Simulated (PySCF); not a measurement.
## MB for M along the fourth-period p block

CCSD(T) with triple-zeta basis sets in PySCF, for the lowest determinant that a PBE0 search found; no spin–orbit coupling. De refers to high-spin ground-configuration atoms.

```csv
M,basis,"reference, frozen orbitals",state (unpaired electrons),Re (Å),ωe (cm⁻¹),De (eV)
Ge,def2-TZVPP,"UHF, 10","quartet (σ ↑, π ↑↑)",1.993,636,2.95
As,x2c-TZVPPall,"ROHF, 10","triplet (σ ↑, π ↑)",1.861,790,2.71
Se,def2-TZVPP,"ROHF, 10",doublet (σ ↑),1.754,970,4.80
Br,def2-TZVPP,"RHF, 10",singlet (closed shell),1.897,691,4.46
```

The shortest bond is that of BSe (1.754 Å), the longest that of GeB (1.993 Å).

The rows differ in basis set, which adds steps of its own.

The state changes along the series, so neighbouring rows are not always alike in their bonding.

Correlated steps freeze 10 core orbitals. UHF and ROHF references stand side by side, which adds small steps between rows. Where the molecule has an RHF reference, its open-shell atoms are computed with UHF. States were picked by a PBE0 search and need not be the measured ground states.
